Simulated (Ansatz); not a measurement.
C$_{3}$H$_{9}$ClZr, SMILES `[CH3][Zr]([CH3])([CH3])[Cl]`, relaxed with RKS PBE0-D4/def2-TZVP in the Gaussian-basis code of Ansatz from a GFN2-xTB geometry. The force threshold is 0.005 eV/Å; the program also tests the step.

Charge 0, multiplicity 1. Zr takes the def2 core potential.

Start:

```xyz
14

C     1.277    0.069    1.659
Zr   -0.480   -0.046    0.298
C    -0.526    1.795   -0.950
C    -0.244   -1.818   -1.027
Cl   -2.446   -0.227    1.529
H     2.249   -0.054    1.156
H     1.297    1.041    2.185
H     1.200   -0.721    2.430
H    -0.559    2.693   -0.305
H     0.337    1.908   -1.627
H    -1.440    1.804   -1.573
H     0.727   -1.876   -1.545
H    -1.034   -1.826   -1.800
H    -0.357   -2.743   -0.431
```

| step | energy (eV) | largest force (eV/Å) | largest move (Å) |
| --- | --- | --- | --- |
| 1 | -17056.4831 | 0.703 | 0.000 |
| 2 | -17056.5082 | 0.383 | 0.111 |
| 3 | -17056.5175 | 0.075 | 0.048 |
| 4 | -17056.5183 | 0.021 | 0.019 |
| 5 | -17056.5187 | 0.011 | 0.030 |
| 6 | -17056.5191 | 0.048 | 0.058 |
| 7 | -17056.5195 | 0.056 | 0.032 |
| 8 | -17056.5199 | 0.117 | 0.085 |
| 9 | -17056.5211 | 0.076 | 0.026 |
| 10 | -17056.5220 | 0.078 | 0.040 |
| 11 | -17056.5233 | 0.064 | 0.075 |
| 13 | -17056.5242 | 0.026 | 0.040 |
| 15 | -17056.5258 | 0.060 | 0.036 |
| 17 | -17056.5275 | 0.062 | 0.025 |
| 19 | -17056.5289 | 0.046 | 0.075 |
| 21 | -17056.5296 | 0.038 | 0.021 |
| 23 | -17056.5300 | 0.054 | 0.064 |
| 25 | -17056.5304 | 0.001 | 0.011 |
| 27 | -17056.5305 | 0.023 | 0.029 |
| 29 | -17056.5306 | 0.006 | 0.021 |
| 31 | -17056.5307 | 0.012 | 0.011 |
| 33 | -17056.5307 | 0.019 | 0.029 |
| 35 | -17056.5307 | 0.009 | 0.006 |
| 37 | -17056.5308 | 0.009 | 0.022 |
| 39 | -17056.5308 | 0.016 | 0.006 |
| 41 | -17056.5309 | 0.004 | 0.020 |

End:

```xyz
14

C     1.260    0.085    1.633
Zr   -0.505   -0.114    0.329
C    -0.685    1.754   -0.826
C    -0.115   -1.744   -1.102
Cl   -2.458   -0.523    1.584
H     1.844   -0.844    1.642
H     1.913    0.886    1.265
H     0.989    0.320    2.668
H    -0.318    2.608   -0.243
H    -0.084    1.694   -1.743
H    -1.720    1.966   -1.116
H     0.956   -1.983   -1.132
H    -0.419   -1.444   -2.113
H    -0.657   -2.662   -0.847
```

It took 3.7 min on 4 threads of an Arm Neoverse V2 on a shared host, with 0.7 GiB of host memory at the peak.
